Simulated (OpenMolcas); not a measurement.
Se⁵⁺: effect of correlating more closed shells

* Program: OpenMolcas 26.06
* Basis: ANO-RCC-VTZP [6s5p3d1f]
* Scalar Hamiltonian: DKH2, point nucleus
* Active space: 1 electron in 4 orbitals (4s 4p)
* State averaging: 2S+1 = 2 even, 1 root; 2S+1 = 2 odd, 3 roots
* Spin-orbit coupling: RASSI with atomic mean-field integrals over the reference wave functions, term energies averaged over their components

Methods on the same reference wave functions:
A. CASSCF
B. SS-CASPT2, IPEA 0.25 Eh, imaginary shift 0.1 Eh (closed shells correlated: 3d)
C. SS-CASPT2, IPEA 0.25 Eh, imaginary shift 0.1 Eh (closed shells correlated: 3s 3p 3d)

Energies in cm-1 above 4s 2S 1/2, the measured ground level; measured values from Moore, Atomic Energy Levels, vol. II, NSRDS-NBS 35 (1971 reprint of NBS Circular 467, 1952).

| Level | A | B | C | Measured |
| --- | --- | --- | --- | --- |
| 4s 2S 1/2 | 0.0 | 0.0 | 0.0 | 0.0 |
| 4p 2P* 1/2 | 111474 | 111925 | 112157 | 112762 |
| 4p 2P* 3/2 | 116385 | 116836 | 117068 | 118462 |

Deviations, from unrounded energies. A percentage is the sum of absolute deviations over the sum of measured energies, with the sign that they share, or ± where signs differ.

```
           Against measurement  Levels     A     B     C
mean absolute deviation (cm-1)       2  1700  1200  1000
      other configurations (%)       2  -1.5  -1.1  -0.9
```

C lies closest to measurement on these levels and A furthest from it. The largest miss of C in the table is 4p 2P* 3/2, by -1400 cm-1. The ranking rests on the paired levels alone, and a cruder setting can come out closer through cancelling errors.

Between B and C the level of the table that moves most is 4p 2P* 3/2, by 230 cm-1 (lowest in B, highest in C).

The lowest spin-free term lies below A's lowest term by 0.030 hartree in B, 0.059 hartree in C.

What an inner shell adds also hangs on whether the basis holds functions to correlate it.

With one active electron the reference holds no correlation, so core polarisation is missing (holds for A). With one active electron, CASPT2 adds the correlation within the correlated inactive shells and between them and that electron, and leaves the splitting within a term as the reference gives it (holds for B; C). Measured partners are found by configuration, term and J. A level has none where our copy of the source lacks it or the pairing is in doubt (some pairs that miss far off the trend of their configuration count as doubtful), and it then counts in no deviation. Levels of configurations outside the active space are missing.

* marks odd parity.
